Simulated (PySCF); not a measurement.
C3H7FOSi, SMILES O=CC[SiH2]CF.

Coordinates come from a PBE0-D3(BJ)/def2-SVP optimisation. The structure was generated by enumeration, and PubChem lists no compound with its InChIKey, so it may never have been made. Other conformers were not sampled.

Two levels are set side by side: PBE/def2-TZVP (PySCF) and r2SCAN/def2-TZVP (PySCF). Same geometry, gas phase. Differences are taken from unrounded values.

```
quantity                     r2SCAN
---------------------------  ------
orbital gap (eV)               4.45
highest occupied level (eV)   -6.35
lowest empty level (eV)       -1.90
dipole moment (D)              2.70
mean polarisability (bohr³)    66.6
```

Task: What does PBE give, and how far is it from r2SCAN? (An estimate is asked for; the answer gives what the named calculation found.)

Result: 
| quantity | PBE | PBE minus r2SCAN |
|---|---|---|
| orbital gap (eV) | 3.91 | -0.54 |
| highest occupied level (eV) | -6.04 | 0.32 |
| lowest empty level (eV) | -2.13 | -0.23 |
| dipole moment (D) | 2.59 | -0.11 |
| mean polarisability (bohr³) | 68.7 | 2.1 |

Rough cost on one machine, each run with all the roots and properties that it gave: r2SCAN against PBE about 4 times.
